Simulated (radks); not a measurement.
The numbers below are computed, except where a source is named.
Removal energies from neutral lanthanum, [Xe] 4f1 6s2, by Delta-SCF beside the eigenvalue of the level emptied. Code: a radial shooting solver on a logarithmic mesh with Libxc functionals. Model: non-relativistic Kohn-Sham, PBE, spin-polarised, spherical densities, point nucleus. Open shells are filled with parallel spins first.

removed from        final configuration  Delta-SCF (eV)  -eigenvalue (eV)
6s                         [Xe] 4f1 6s1           5.103             3.170
4f                             [Xe] 6s2           9.017             2.496
5p            [Kr] 4d10 4f1 5s2 5p5 6s2          23.954            19.621
5s            [Kr] 4d10 4f1 5s1 5p6 6s2          37.349            32.612

 A further rearrangement lowers the ion to [Xe] 4f1 5d1, 5.051 eV above the parent.
